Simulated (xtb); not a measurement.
C5H6BN, SMILES C1(B(CC=1)N)C#C. All values are semi-empirical tight-binding results from xtb (GFN2-xTB unless named), good for trends rather than for accurate numbers. The structure is a stationary point at GFN2-xTB. This is a generated structure with no PubChem entry under its InChIKey; it may be hypothetical. One conformer was computed; it need not be the lowest.

Optimised geometry:

```xyz
13

C      0.3806     2.9075     0.0000
C      0.0430     1.7527     0.0000
C     -0.2795     0.3887     0.0000
C     -1.4820    -0.2243     0.0000
C     -1.0347    -1.6667     0.0000
B      0.4346    -1.0050     0.0000
N      1.7306    -1.4666     0.0000
H      0.6485     3.9218     0.0000
H     -2.4866     0.1727     0.0000
H     -1.3618    -2.2250     0.8795
H     -1.3618    -2.2250    -0.8795
H      2.5333    -0.8590     0.0000
H      1.9764    -2.4428     0.0000
```

Computed properties:
```
Item                                                  Result
---------------------------------------------  -------------
point group as xtb finds it                               Cs
orbital gap                                          3.52 eV
dipole moment                                         2.46 D
zero-point energy                              60.6 kcal/mol
G − E(el) at 298.15 K (modified RRHO)          40.8 kcal/mol
static polarisability (D4 model)                  71.4 bohr³
solvation energy, GFN2-xTB/ALPB(water)         -5.0 kcal/mol
solvation energy, GFN2-xTB/ALPB(acetonitrile)  -7.8 kcal/mol
```

Question: Give the IR lines (harmonic; lines under 4 % of the strongest left out, lines within 3 cm⁻¹ merged). (An estimate is asked for; the answer gives what the named calculation found.)

Answer: ν (cm⁻¹): 484 (w), 602 (vs), 626 (w), 790 (w), 853 (w), 975 (w), 1032 (m), 1217 (w), 1455 (s), 1541 (vs), 1621 (w), 2234 (w), 2946 (m), 2974 (m), 3055 (m) (against the strongest line: vs over 80 %, s over 45 %, m over 15 %, w over 4 %, vw less)

Question: Give the atomic charges and the Wiberg bond orders between heavy atoms. (Estimate from the structure and the level; the computed values follow.)

Answer: charges (e) C1 -0.12, C2 -0.03, C3 -0.06, C4 -0.02, C5 -0.15, B6 0.26, N7 -0.31, H8 0.06, H9 0.01, H10 0.02, H11 0.02, H12 0.17, H13 0.16. Bond orders C1–C2 2.79, C2–C3 1.15, C3–C4 1.73, C4–C5 1.02, C3–B6 0.96, C5–B6 0.95, B6–N7 1.41.
